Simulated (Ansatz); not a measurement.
Steps of a relaxation of `NC(O)S[SiH3]` with RKS PBE-D4/def2-SVP.

```sh
$ ansatz run in.yaml --threads 4 --pin off --events-out ev --progress --plain --max-ram 10444MiB
```

```yaml
crystal:
  periodic: [false, false, false]
  atoms:
    - {symbol: N, position_ang: [-1.307100, -0.639200, 1.616500]}
    - {symbol: C, position_ang: [-0.230200, -0.240300, 0.791800]}
    - {symbol: O, position_ang: [0.502300, -1.400200, 0.650700]}
    - {symbol: S, position_ang: [-0.779800, 0.344100, -0.778500]}
    - {symbol: Si, position_ang: [0.942700, 0.915800, -1.796800]}
    - {symbol: H, position_ang: [-1.916600, -1.202800, 1.022400]}
    - {symbol: H, position_ang: [-1.905700, 0.245000, 1.685800]}
    - {symbol: H, position_ang: [0.406000, 0.549800, 1.288200]}
    - {symbol: H, position_ang: [0.325500, -1.862400, 1.526500]}
    - {symbol: H, position_ang: [1.720000, 1.805700, -0.848000]}
    - {symbol: H, position_ang: [1.728300, -0.265500, -2.143900]}
    - {symbol: H, position_ang: [0.591600, 1.694700, -2.980800]}
basis:
  gaussian: {orbitals: def2-SVP}
hamiltonian: {xc: pbe, dispersion: d4}
relax: {f_tol: 0.03, max_steps: 200}
```

Positions (Å) and forces (eV/Å) along the path, 10 of 13 steps:

```xyz
12
step=1 energy=-23377.3948 eV
N    -1.307   -0.639    1.617   -2.343    2.601    0.766
C    -0.230   -0.240    0.792    1.789   -0.511    1.347
O     0.502   -1.400    0.651    1.125   -1.568    0.330
S    -0.780    0.344   -0.778   -2.184    0.510   -1.387
Si    0.943    0.916   -1.797    1.092    0.481    0.701
H    -1.917   -1.203    1.022   -0.225   -0.696   -0.261
H    -1.906    0.245    1.686    0.469   -1.037    0.636
H     0.406    0.550    1.288   -0.469    0.072   -0.031
H     0.326   -1.862    1.526    0.403    0.410   -1.000
H     1.720    1.806   -0.848    0.114   -0.082   -0.152
H     1.728   -0.266   -2.144    0.556   -0.516   -0.323
H     0.592    1.695   -2.981   -0.326    0.336   -0.627
12
step=3 energy=-23377.9165 eV
N    -1.409   -0.629    1.661   -0.129    0.149   -0.619
C    -0.294   -0.257    0.810    0.302   -0.104    0.654
O     0.544   -1.372    0.608   -0.287    0.165    0.101
S    -0.838    0.385   -0.846   -0.111    0.112   -0.395
Si    1.030    0.912   -1.822   -0.090   -0.110    0.198
H    -2.044   -1.232    1.107    0.095   -0.002    0.168
H    -1.973    0.201    1.916    0.246   -0.150    0.024
H     0.253    0.583    1.315   -0.098   -0.061   -0.092
H     0.486   -1.854    1.461    0.105    0.003   -0.069
H     1.842    1.773   -0.885    0.011   -0.031   -0.063
H     1.860   -0.269   -2.254   -0.059    0.054    0.022
H     0.622    1.705   -3.037    0.015   -0.025    0.073
12
step=4 energy=-23377.9442 eV
N    -1.413   -0.633    1.638    0.172    0.051   -0.382
C    -0.293   -0.242    0.810   -0.154   -0.289    0.267
O     0.549   -1.346    0.586   -0.174    0.231    0.048
S    -0.864    0.395   -0.864    0.101    0.071   -0.065
Si    1.023    0.895   -1.801   -0.118   -0.081    0.023
H    -2.052   -1.229    1.087    0.070   -0.006    0.085
H    -1.957    0.186    1.938    0.052    0.018    0.055
H     0.237    0.603    1.316   -0.039   -0.001   -0.067
H     0.534   -1.828    1.439    0.063   -0.011   -0.008
H     1.846    1.743   -0.867    0.011   -0.015   -0.006
H     1.837   -0.296   -2.234   -0.043    0.042    0.018
H     0.629    1.697   -3.014    0.058   -0.010    0.034
12
step=5 energy=-23377.9613 eV
N    -1.405   -0.639    1.622   -0.271   -0.194   -0.017
C    -0.316   -0.228    0.805    0.244    0.072    0.022
O     0.560   -1.298    0.563   -0.130    0.135   -0.073
S    -0.889    0.431   -0.871    0.040    0.016   -0.035
Si    1.009    0.878   -1.796   -0.003   -0.071    0.031
H    -2.038   -1.257    1.094    0.020   -0.031    0.047
H    -1.958    0.158    1.958    0.027    0.033    0.044
H     0.189    0.625    1.320    0.036    0.056   -0.089
H     0.595   -1.779    1.415    0.049   -0.029    0.047
H     1.861    1.675   -0.845    0.017    0.023    0.023
H     1.788   -0.334   -2.227   -0.032   -0.005   -0.020
H     0.682    1.713   -3.004    0.005   -0.005    0.020
12
step=7 energy=-23377.9815 eV
N    -1.414   -0.673    1.597   -0.068    0.012    0.193
C    -0.356   -0.165    0.798    0.010    0.061   -0.190
O     0.586   -1.162    0.503    0.020   -0.122    0.207
S    -0.936    0.507   -0.884    0.010   -0.008    0.076
Si    1.004    0.816   -1.770    0.077    0.022   -0.033
H    -2.020   -1.325    1.083    0.028    0.014   -0.053
H    -1.986    0.067    2.021    0.033   -0.060   -0.060
H     0.095    0.716    1.315   -0.013   -0.029    0.042
H     0.745   -1.633    1.353   -0.035    0.144   -0.183
H     1.913    1.497   -0.774   -0.042   -0.035   -0.043
H     1.672   -0.438   -2.268   -0.035    0.037    0.004
H     0.773    1.739   -2.940    0.016   -0.035    0.040
12
step=8 energy=-23377.9865 eV
N    -1.415   -0.689    1.591    0.014    0.026    0.082
C    -0.363   -0.143    0.803   -0.020    0.003   -0.067
O     0.603   -1.116    0.505    0.011   -0.086    0.147
S    -0.941    0.536   -0.872    0.011    0.013    0.050
Si    1.004    0.798   -1.769    0.077    0.007   -0.020
H    -1.999   -1.348    1.060    0.034    0.025   -0.038
H    -2.012    0.031    2.013    0.010   -0.024   -0.038
H     0.066    0.740    1.338   -0.031   -0.050    0.024
H     0.783   -1.577    1.355   -0.031    0.110   -0.136
H     1.944    1.429   -0.767   -0.060   -0.051   -0.070
H     1.611   -0.471   -2.306   -0.019    0.063    0.028
H     0.798    1.754   -2.918    0.005   -0.036    0.037
12
step=9 energy=-23377.9897 eV
N    -1.419   -0.706    1.585    0.010    0.014   -0.026
C    -0.368   -0.119    0.817   -0.018   -0.035    0.058
O     0.618   -1.072    0.513   -0.026   -0.002    0.032
S    -0.940    0.581   -0.843    0.053   -0.008   -0.019
Si    1.002    0.775   -1.775    0.056    0.061    0.041
H    -1.975   -1.363    1.020    0.037    0.038    0.012
H    -2.045   -0.004    1.996    0.014   -0.016   -0.022
H     0.040    0.754    1.385   -0.029   -0.051   -0.022
H     0.814   -1.525    1.360    0.001    0.030   -0.028
H     1.977    1.361   -0.780   -0.046   -0.028   -0.066
H     1.575   -0.496   -2.345   -0.064    0.039    0.033
H     0.798    1.759   -2.898    0.013   -0.040    0.007
12
step=11 energy=-23377.9934 eV
N    -1.426   -0.727    1.571   -0.029    0.006   -0.052
C    -0.370   -0.108    0.838    0.016   -0.014    0.060
O     0.629   -1.043    0.520   -0.029    0.034    0.001
S    -0.924    0.639   -0.806    0.020    0.025   -0.022
Si    1.007    0.778   -1.772    0.011   -0.039    0.009
H    -1.960   -1.371    0.970    0.023    0.029    0.036
H    -2.073   -0.041    1.979    0.025   -0.027   -0.016
H     0.021    0.749    1.441   -0.012   -0.035   -0.029
H     0.839   -1.498    1.361    0.010   -0.006    0.006
H     2.022    1.361   -0.823   -0.021   -0.027   -0.036
H     1.509   -0.528   -2.328   -0.008    0.062    0.036
H     0.803    1.734   -2.917   -0.006   -0.009    0.005
12
step=12 energy=-23377.9937 eV
N    -1.429   -0.730    1.562   -0.081    0.005    0.048
C    -0.372   -0.101    0.845    0.022   -0.059    0.058
O     0.620   -1.036    0.519    0.110   -0.001   -0.137
S    -0.917    0.674   -0.793    0.001   -0.002    0.008
Si    1.006    0.778   -1.770    0.006   -0.008    0.007
H    -1.953   -1.376    0.957    0.001    0.000   -0.010
H    -2.083   -0.057    1.975   -0.011    0.017    0.006
H     0.021    0.743    1.460   -0.015    0.021    0.000
H     0.850   -1.495    1.353   -0.037    0.026    0.030
H     2.036    1.365   -0.842    0.003    0.002   -0.004
H     1.500   -0.536   -2.304   -0.002    0.001   -0.003
H     0.796    1.716   -2.928    0.002   -0.001   -0.002
12
step=13 energy=-23377.9948 eV
N    -1.431   -0.735    1.561   -0.020   -0.004   -0.003
C    -0.372   -0.100    0.850   -0.009   -0.013    0.028
O     0.629   -1.027    0.517    0.024    0.008   -0.029
S    -0.915    0.681   -0.785    0.015    0.000   -0.006
Si    1.007    0.774   -1.768    0.005    0.000   -0.005
H    -1.954   -1.375    0.947    0.003    0.008    0.006
H    -2.086   -0.061    1.973    0.009   -0.001   -0.002
H     0.015    0.744    1.469   -0.006   -0.005   -0.003
H     0.853   -1.489    1.350   -0.009    0.006    0.010
H     2.043    1.363   -0.849   -0.003   -0.004   -0.001
H     1.495   -0.541   -2.306   -0.010    0.006    0.008
H     0.794    1.711   -2.927   -0.001    0.000   -0.005
```

Hardware: 4 threads of an Intel Xeon Platinum 8488C on a shared host. Wall time 14 s, peak host memory 0.21 GiB.
